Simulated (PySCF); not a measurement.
Spectrum to structure. Method: TDDFT CAM-B3LYP/def2-SVPD, vertical, gas phase, core orbitals frozen in the response (PySCF). Geometries: PBE0-D3(BJ)/def2-SVP, one conformer each.

```
state  E (eV)       f  main configurations (H = HOMO, L = LUMO)
   S1    4.86  0.0000                               H-1→L (92%)
   S2    5.81   0.381                                 H→L (97%)
   S3    6.33  0.0001                               H-3→L (92%)
   S4    6.91   0.059                               H-2→L (96%)
   S5    7.30  0.0001                  H→L+3 (65%), H→L+1 (17%)
   S6    7.47  0.0048     H→L+1 (50%), H→L+2 (32%), H→L+3 (14%)
```

Question: Which structure fits?
A. `COC(=O)/C=C\Cl`
B. `BCBO[C@@H](C)CCl`
C. `O=C1OC[C@@H]1CCl`

Answer: A. Its S1, at 4.86 eV, is the lowest among the candidates; the nearest of the others has S1 at 5.62 eV. S1 is HOMO-1→LUMO (92%). Löwdin shares by element: HOMO carbon 53% or more, chlorine 32%, oxygen 4% or more; LUMO carbon 64% or more, oxygen 13% or more (atoms not listed hold the other 23%). At the same level the other candidates give, for their lowest levels:
- `O=C1OC[C@@H]1CCl`: 5.89 eV (f 0.002); 7.32 eV (f 0.002); 7.40 eV (f 0.004); 7.93 eV (f 0.063); 8.07 eV (f 0.063); HOMO -9.91, LUMO 0.52 eV
- `BCBO[C@@H](C)CCl`: 5.62 eV (f 0.022); 5.73 eV (f 0.003); 6.43 eV (f 0.003); 7.24 eV (f 0.042); 7.40 eV (f 0.001); T1 4.99 eV; HOMO -9.89, LUMO -0.66 eV

The values belong to the conformer `[CH3:1][O:2][C:3](=[O:4])/[CH:5]=[CH:6]\[Cl:7]`: C1–O2–C3–O4 0°, O2–C3–C5–C6 179°.
Triplets come from the Tamm–Dancoff approximation.
